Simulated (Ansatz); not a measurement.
`C[BH][Ga]([NH2])[OH]` + `C[SiH](F)F` → `[CH3][Ga]([NH2])[OH]` + `CB[SiH](F)F`  (redistribution)

Computed with Ansatz on PBE0-D4/def2-TZVP structures; ΔE is electronic, products minus reactants. CCSD(T)/CBS is the MP2 limit (def2-TZVPP, def2-QZVPP) plus CCSD(T) − MP2 in def2-TZVPP, frozen cores. Functionals use def2-TZVPP. B3LYP here is the variant with VWN-RPA as its local correlation; programs differ in this. For Ga outer-core shells are correlated without core-valence functions, which leaves a few kJ/mol of doubt a bond. Scalar relativity is left out up to krypton. Each species was taken in one conformer, which may not be the lowest.

| level | ΔE (kcal/mol) | difference from CCSD(T)/CBS |
| --- | --- | --- |
| PBE-D4 | 7.4 | -0.3 |
| r2SCAN-D4 | 8.2 | 0.5 |
| PBE0-D4 | 7.5 | -0.2 |
| B3LYP-D4 | 7.7 | 0.0 |
| ωB97X-V | 7.3 | -0.4 |
| ωB97M-V | 8.4 | 0.7 |
| B2PLYP | 7.7 | 0.0 |
| PBE | 7.4 | -0.3 |
| r2SCAN | 8.2 | 0.5 |
| PBE0 | 7.5 | -0.2 |
| B3LYP | 7.7 | 0.0 |
| HF/def2-TZVPP | 7.6 | -0.1 |
| MP2/def2-TZVPP | 7.6 | -0.1 |
| SCS-MP2/def2-TZVPP | 7.4 | -0.3 |
| CCSD/def2-TZVPP | 7.5 | -0.2 |
| CCSD(T)/def2-TZVPP | 7.5 | -0.2 |
| HF/def2-QZVPP | 7.6 | -0.1 |
| MP2/def2-QZVPP | 7.8 | 0.1 |
| SCS-MP2/def2-QZVPP | 7.5 | -0.2 |
| HF/CBS(def2) | 7.5 | -0.2 |
| MP2/CBS(def2) | 7.9 | 0.2 |
| CCSD/CBS(def2) | 7.7 | 0.0 |
| CCSD(T)/CBS | 7.7 | 0 |

Largest T1 diagnostic among the species: 0.013.
